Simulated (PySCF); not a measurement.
# Static response to an electric field

Compound: C5H9N3.
Geometry (GFN2-xTB, Å), atoms numbered from 1 in this order:
```
atom  x, y, z in Å
C1    -2.530    0.540   -0.330
C2    -1.794   -0.149    0.820
C3    -0.357   -0.345    0.493
C4     0.248   -1.305   -0.331
N5     1.553   -1.076   -0.347
N6     1.716   -0.029    0.426
C7     3.003    0.538    0.688
N8     0.610    0.445    0.951
H9    -3.580    0.674   -0.081
H10   -2.462   -0.057   -1.238
H11   -2.093    1.516   -0.526
H12   -1.866    0.461    1.721
H13   -2.253   -1.121    1.016
H14   -0.187   -2.114   -0.879
H15    2.989    1.605    0.467
H16    3.726    0.031    0.053
H17    3.271    0.399    1.737
```

Level: PBE0/def2-SVPD (PySCF), static field, nuclei fixed, core orbitals frozen in the response. The polarisability tensor in these axes (au):

```
x   102.21   3.45   2.56
y     3.45  70.96   7.93
z     2.56   7.93  65.45
```

Task: Give the principal values, the mean and the anisotropy Δα = √{½[(α1 − α2)² + (α2 − α3)² + (α1 − α3)²]}.

Result: Principal values 59.80, 75.90 and 102.92 au; mean 79.54 au = 11.79 Å³ = 13.11 × 10⁻⁴⁰ C²·m²/J; Δα = 37.73 au (47 % of the mean).

Task: What is the dipole moment, and where does it point?

Result: (-0.04, 0.30, 0.15) D, 0.33 D in size, pointing from the negative to the positive side. Measured along this direction, the outermost atoms are H14 at the negative end and H12 and H11 at the positive end.

Task: Molar refractivity from α?

Result: Lorentz–Lorenz: R = (4π/3)N_A α = 2.5225 cm³/(mol·Å³) × 11.79 Å³ = 29.7 cm³/mol, in the limit of long wavelengths.

Task: Form Σ f/ω² (atomic units) for the 8 lowest TDDFT singlets, given as eV and f, and set it beside the mean polarisability, which is this sum over all singlets: 6.37, 0.0060; 6.40, 0.2016; 7.02, 0.0369; 7.27, 0.0173; 7.29, 0.0094; 7.49, 0.0195; 7.91, 0.1819; 7.95, 0.0072.

Result: They add up to 7.17 au, 9.0 % of the 79.54 au; the largest single term is 3.64 au, from the state at 6.40 eV. Terms in order: 0.11, 3.64, 0.55, 0.24, 0.13, 0.26, 2.15, 0.08 au. Higher excitations give the rest. The strengths listed sum to 0.480.

Task: What depolarisation ratio follows for Rayleigh scattering of linearly polarised light, taking the static tensor?

Result: ρ = 3Δα²/(45ᾱ² + 4Δα²) = 4271.3/(284703 + 5695.1) = 0.0147.

Task: Along which axes do the principal values lie, and how far do the nuclei extend along each?

Result: Largest value along (0.99, 0.13, 0.10), where the nuclei span 7.14 Å; middle along (-0.16, 0.80, 0.57), 3.83 Å; least along (0.00, -0.58, 0.82), 2.78 Å. The response follows the extents in order.

One conformer (not necessarily the lowest) at the GFN2-xTB geometry, without solvent, vibrations or thermal averaging.
